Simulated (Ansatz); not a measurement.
Start from `[CH3][GaH][Cl]` and change one element to get `[CH3][AlH][Cl]`.

Ansatz, PBE0-D4/def2-TZVP geometries, multiplicity 1. 

Scalar relativity is left out up to krypton.

| property | `[CH3][GaH][Cl]` |
| --- | --- |
| HOMO energy (B3LYP/def2-TZVPP) / eV | -7.88 |
| HOMO energy (PBE0/def2-TZVPP) / eV | -8.12 |
| HOMO energy (ωB97M-V/def2-TZVPP) / eV | -10.32 |
| HOMO–LUMO gap (B3LYP/def2-TZVPP) / eV | 6.26 |
| size of the dipole moment (ωB97M-V/def2-TZVPP) / D | 2.53 |
| LUMO energy (B3LYP/def2-TZVPP) / eV | -1.62 |

Task: What does the change do to each property? (An estimate is asked.)

Result: Ansatz gave: 
```json
{"property": "HOMO energy (B3LYP/def2-TZVPP) / eV", "`[CH3][AlH][Cl]`": "-7.99", "shift": "-0.11"}
{"property": "HOMO energy (PBE0/def2-TZVPP) / eV", "`[CH3][AlH][Cl]`": "-8.21", "shift": "-0.09"}
{"property": "HOMO energy (ωB97M-V/def2-TZVPP) / eV", "`[CH3][AlH][Cl]`": "-10.42", "shift": "-0.10"}
{"property": "HOMO–LUMO gap (B3LYP/def2-TZVPP) / eV", "`[CH3][AlH][Cl]`": "6.65", "shift": "0.39"}
{"property": "size of the dipole moment (ωB97M-V/def2-TZVPP) / D", "`[CH3][AlH][Cl]`": "1.81", "shift": "-0.72"}
{"property": "LUMO energy (B3LYP/def2-TZVPP) / eV", "`[CH3][AlH][Cl]`": "-1.34", "shift": "0.28"}
```

With PBE0 the HOMO falls by 0.09 eV and the LUMO rises by 0.21 eV, so the gap widens by about 0.30 eV. PBE moves the HOMO by -0.10 eV and ωB97M-V by -0.10 eV. Dipoles are sizes alone; their direction can turn.

B3LYP here is the variant with VWN-RPA as its local correlation; programs differ in this.
